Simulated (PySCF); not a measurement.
# Ionisation energy of Ge(19+) by level of theory

Ge(19+) [Ne] 3s2 3p1 (2P) → Ge(20+) [Ne] 3s2 (1S), as a difference of total energies. Computed with PySCF 2.14 in an even-tempered Gaussian basis (17 s from 1.5 bohr⁻², ratio 2.5; 11 p from 2 bohr⁻², ratio 2.5; 5 d from 9.5 bohr⁻², ratio 2.7; 4 f from 14 bohr⁻², ratio 2.7), with no relativity, point nucleus. Correlated levels: outer shells: 1s2 frozen; virtual orbitals above 40 to 60 times the deepest correlated orbital energy dropped. The calculations carry no spin-orbit coupling.

```
                method  ionisation energy (eV)
                   UHF                  740.24
                   LDA                  741.74
                   PBE                  741.97
                  PBE0                  741.81
                r2SCAN                  741.84
                  MN15                  746.05
                PBEsol                  741.62
    MP2 (outer shells)                  740.74
SCS-MP2 (outer shells)                  740.63
```

Q: How much does correlation contribute at MP2 (outer shells)?

A: 740.74 − (740.24) = 0.50 eV, measured against UHF.

A first-order spin-orbit estimate (lowest level to lowest level, LS coupling) adds 4.058 eV.

All relativistic terms are absent from these numbers, so their closeness to the reference says little about the methods.

For comparison: 744 ± 3 eV (semi-empirical (NIST evaluation); NIST Atomic Spectra Database, ionization energies).
